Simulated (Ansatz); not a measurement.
Input file for Ansatz (an electronic-structure program): U-PBE/def2-TZVPP on AlGe, 2S+1 = 2, a spin state set in the input, which need not be the lowest, a point of a bond scan (R = 2.456 Å).

Ansatz 0.2 input:
```yaml
crystal:
  periodic: [false, false, false]
  atoms:
    - {symbol: Al, position_ang: [0.00000000, 0.00000000, 0.00000000]}
    - {symbol: Ge, position_ang: [0.00000000, 0.00000000, 2.45575800]}
basis:
  gaussian:
    orbitals: def2-TZVPP
    pivot_positions_ang: [[0.00000000, 0.00000000, 0.00000000], [0.00000000, 0.00000000, 2.45575800]]
hamiltonian:
  xc: {name: PBE}
magnetization: {spin_polarized: true, initial_magnetization: 1}
output: {forces: true, orbitals: {seedname: ./end}}
```

Program output:

```
WARN ansatz: RAYON_NUM_THREADS=2 ignored (pool sized by the plan → 2); use --threads N
Functional definition: PBE
integrals: 0.02 GiB planned
627 factors; their error is unknown
mean field: 0.25 GiB planned
mean field evaluation 1: about -63098.3751 eV, gradient 1.6e1 eV
mean field evaluation 2: about -63076.1881 eV, gradient 4.1e1 eV
mean field evaluation 4: about -63100.1249 eV, gradient 3.9e0 eV
mean field evaluation 8: about -63100.1249 eV, gradient 3.9e0 eV
mean field evaluation 16: about -63100.9185 eV, gradient 1.2e-1 eV
mean field evaluation 32: about -63100.9395 eV, gradient 7.9e-2 eV
mean field evaluation 64: about -63100.2484 eV, gradient 1.9e-1 eV
mean field evaluation 96: about -63100.8293 eV, gradient 1.7e0 eV
mean field evaluation 128: about -63099.7987 eV, gradient 4.7e0 eV
mean field -63100.92590117 eV, -2318.9162555244 hartree, gradient 7.0e-6 eV, S^2 1.766148; 14 other end points of the search recorded, 0 dependent functions left out
the calculation of the forces begins
reference -63100.92592985 eV, -2318.9162565782 hartree; 23, 22 occupied and 67, 68 virtual orbitals, 627 factors
Total energy: -63100.92592985 eV, -2318.9162565782 hartree
Atom 0 at     0.000000     0.000000     0.000000 Å, force     0.000000    -0.000000    -0.057746 eV/Å
Atom 1 at     0.000000     0.000000     2.455758 Å, force    -0.000000    -0.000000     0.057746 eV/Å
Dipole moment:    -0.000000    -0.000000    -0.204219 e Å
```

Self-consistency was reached. Its determinant has ⟨S²⟩ = 1.77, a mixture of spin states.

Cost: very roughly 18 core-seconds.
